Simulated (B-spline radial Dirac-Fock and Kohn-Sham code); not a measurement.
## The Lu atom: differential elastic cross section for electrons at 117 keV

Model: relativistic (Dirac) partial waves in the static field of the Dirac-Fock atom with Furness-McCarthy exchange, without polarisation or absorption potentials. Program: a radial finite-basis atomic code.

```csv
θ (°),dσ/dΩ (a₀²/sr),Sherman function
0,867,0.000
10,0.200,0.002
20,0.0177,0.008
30,0.00427,0.011
40,0.00161,0.002
50,0.000779,-0.024
60,0.000439,-0.065
70,0.000273,-0.117
80,0.000183,-0.175
90,0.000130,-0.232
100,9.62e-05,-0.284
110,7.45e-05,-0.323
120,5.98e-05,-0.344
130,4.98e-05,-0.343
140,4.29e-05,-0.316
150,3.82e-05,-0.265
160,3.52e-05,-0.191
170,3.35e-05,-0.100
180,3.29e-05,0.000
```

The total elastic cross section is 0.657 a₀², the first transport cross section 0.00332 a₀² and the second, weighted with (3/2) sin²θ, 0.00772 a₀². The mean deflection is ⟨1 − cos θ⟩ = 0.00505, and 0.064 % of the collisions scatter beyond 90°.

Values without a named source are computed, but for edge energies of neutral atoms, which are taken from tables.
